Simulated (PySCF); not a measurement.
## Calculated data, CH4GeN, B3GeH6

Computed with PySCF 2.14.0. Calculation on a computer-drawn molecule: the log of a Hartree-Fock and frozen-core CCSD(T) single point meant for a local Hartree-Fock minimum, with one planted fault or none, to be diagnosed. Offsets are logged minus clean, where the clean run is the same molecule without the fault. The reference is restricted for singlets and unrestricted otherwise, and also for a bond in bohr or an excited solution. Adding or removing an electron swaps singlet and doublet. The excited solution moves the top pair (singlet) or top alpha electron (doublet) to the lowest empty orbital. Highest occupied and lowest empty are orbital energies over both spins, largest force is the largest gradient component, triples share is (T) over the correlation energy, the T1 limit is 0.02 restricted and 0.045 unrestricted, electrons count all cores, a negative frequency is imaginary (commonest isotopes), and the dipole is about the centre of nuclear charge; on germanium a core potential holds 10 electrons, which the energies leave out, and 3d is frozen in MP2 and coupled-cluster steps.

Common to all runs: meant basis cc-pVDZ; meant basis and core potential on germanium cc-pVDZ-PP ECP10MDF; logged SCF converged yes; logged CC converged yes; logged SCF stable within its kind yes; possible faults no fault, one electron removed, one electron added, multiplicity raised by two, geometry at a saddle point, SCF held on an excited solution, minimal basis STO-3G, one bond length entered in bohr, all coordinates scaled.

```yaml
- entry: 1
  formula: CH4GeN
  logged_structure:
    atoms_angstrom:
      - [C, 1.8229, -0.3438, -0.813]
      - ["N", 2.1658, 0.6369, -0.1157]
      - [Ge, 1.3295, 1.1532, 1.4699]
      - [H, 0.9925, -1.0221, -0.5844]
      - [H, 2.3709, -0.5748, -1.7306]
      - [H, 0.8315, 2.594, 1.2692]
      - [H, 2.3971, 1.1177, 2.5757]
  given:
    meant_charge: 0
    meant_multiplicity: 2
    logged_electrons: 50
    logged_basis_functions: 71
    logged_spin_squared: 0.0
    "logged_highest_occupied [eV]": -0.54471
    "logged_lowest_empty [eV]": 9.1296
    "logged_largest_force [hartree/bohr]": 0.067866
    logged_T1_diagnostic: 0.013467
    logged_D1_diagnostic: 0.032784
    logged_triples_share: 0.032946
    "logged_dipole_magnitude [debye]": 2.0975
    "logged_energy_HF [hartree]": -387.95485
    "logged_energy_CCSD(T) [hartree]": -388.40598
    drawn_bonds_atom: [1, 2, 1, 1, 3, 3]
    drawn_bonds_other_atom: [2, 3, 4, 5, 6, 7]
    drawn_bonds_order: [1, 2, 1, 1, 1, 1]
  results:
    planted_fault: "one electron added"
    "HF_energy_offset_from_clean_run [kcal/mol]": 7.966
    "CCSD(T)_energy_offset_from_clean_run [kcal/mol]": -7.494
- entry: 2
  formula: B3GeH6
  logged_structure:
    atoms_angstrom:
      - [B, 1.0775, -1.3424, 2.3194]
      - [B, -0.1578, -1.5399, 1.1834]
      - [B, -1.5064, -0.5219, 1.1675]
      - [Ge, -0.0184, -3.0287, -0.189]
      - [H, 1.9981, -0.6238, 2.0673]
      - [H, 1.0095, -1.9132, 3.3667]
      - [H, -2.467, -0.8093, 1.817]
      - [H, -1.4786, 0.4802, 0.5175]
      - [H, -0.567, -4.4232, 0.0482]
      - [H, 0.6438, -2.8439, -1.5416]
  given:
    meant_charge: 1
    meant_multiplicity: 1
    logged_electrons: 53
    logged_basis_functions: 95
    logged_spin_squared: 0.7671
    "logged_highest_occupied [eV]": -7.074
    "logged_lowest_empty [eV]": 1.425
    "logged_largest_force [hartree/bohr]": 0.02112
    logged_T1_diagnostic: 0.017624
    logged_D1_diagnostic: 0.041924
    logged_triples_share: 0.028892
    "logged_dipole_magnitude [debye]": 0.63149
    "logged_energy_HF [hartree]": -370.81132
    "logged_energy_CCSD(T) [hartree]": -371.209
    drawn_bonds_atom: [1, 2, 2, 1, 1, 3, 3, 4, 4]
    drawn_bonds_other_atom: [2, 3, 4, 5, 6, 7, 8, 9, 10]
    drawn_bonds_order: [1, 1, 1, 1, 1, 1, 1, 1, 1]
  results:
    planted_fault: "one electron added"
    "HF_energy_offset_from_clean_run [kcal/mol]": -145.4
    "CCSD(T)_energy_offset_from_clean_run [kcal/mol]": -154.1
```
